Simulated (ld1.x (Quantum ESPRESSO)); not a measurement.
# Cutoff test, potassium, TM

- Element: potassium
- Generator: ld1.x (Quantum ESPRESSO) 7.5
- Type: norm-conserving Troullier–Martins (Kleinman–Bylander form)
- Functional: PBEsol
- Relativity: scalar-relativistic
- Frozen core: [Ar]
- Valence charge: 1
- Reference configuration: 4s1 4p0
- Partial waves: 4p (bound, empty): rc 3.35 bohr; 3d channel at 0.3 Ry: rc 2.60 bohr; 4s (bound): rc 2.90 bohr
- Local potential: the s channel
- Core correction: a·sin(br)/r model core inside 2.25 bohr

The pseudo-atom Hamiltonian at the reference potential is diagonalised in spherical Bessel functions j_l(qr) that vanish at 20 bohr, with q² up to the cutoff. All-electron valence levels (Ry): 4p -0.0584, 4s -0.1691.

Q: How do the lowest levels (Ry) of each channel move with the cutoff, and are there ghosts?

A:

```csv
cutoff (Ry),p #1,p #2,d #1,d #2,s #1,s #2,f #1,f #2,Σ f·Δε (mRy)
8,-0.0575,0.0515,0.0243,0.1111,-0.1686,0.0100,0.0860,0.2044,0.5
10,-0.0580,0.0512,0.0236,0.1091,-0.1688,0.0099,0.0860,0.2044,0.3
12,-0.0581,0.0512,0.0225,0.1056,-0.1688,0.0099,0.0860,0.2044,0.3
400,-0.0581,0.0512,0.0152,0.0852,-0.1691,0.0098,0.0860,0.2043,0.0
```

Result: no extra level below or beside the all-electron valence levels (p, d, s, f tested); 10 mRy is reached at 6 Ry and 1 mRy at 8 Ry.
